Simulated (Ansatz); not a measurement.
System: C$_{4}$H$_{10}$N, net charge 0, doublet state. It need not be the lowest isomer of its formula. 
Geometry from a B3LYP-D3(BJ)/def2-TZVP (Ansatz, a quantum-chemistry and plane-wave program) optimisation:
SMILES: [CH2]CNCC
```xyz
15

C      2.3639    -0.5061     0.0938
C      1.0524     0.0975     0.4220
N      0.1054    -0.0392    -0.6785
C     -1.1919     0.5890    -0.4457
C     -2.0697    -0.2216     0.5000
H      2.4097    -1.3584    -0.5702
H      3.2547    -0.2117     0.6300
H      1.1888     1.1496     0.7349
H      0.6228    -0.4080     1.3007
H      0.5250     0.3447    -1.5163
H     -1.0880     1.6158    -0.0546
H     -1.6914     0.6695    -1.4136
H     -1.6374    -0.2847     1.4999
H     -2.1968    -1.2368     0.1214
H     -3.0535     0.2417     0.5975
```
Charge 0, spin multiplicity 2.

Basis-set convergence of Hartree-Fock and MP2 correlation energies (hartree) with Ansatz. Valence correlation only, unless marked. UHF or UKS for open shells. Spin-orbit coupling is left out. Non-relativistic.

```tsv
basis	functions	E(HF)	E(corr, MP2)
cc-pVDZ	120	-211.69844	-0.71946
cc-pVTZ	290	-211.75926	-0.88663
cc-pVQZ	575	-211.77365	-0.94345
```

Extrapolating the two largest sets (X = 3 and 4) as X^-3: E(corr) = (64·(-0.94345) - 27·(-0.88663))/37 = -0.9849 Eh, an estimate of the basis-set limit. The largest set recovers 95.8 % of it, the smallest 73.0 %.
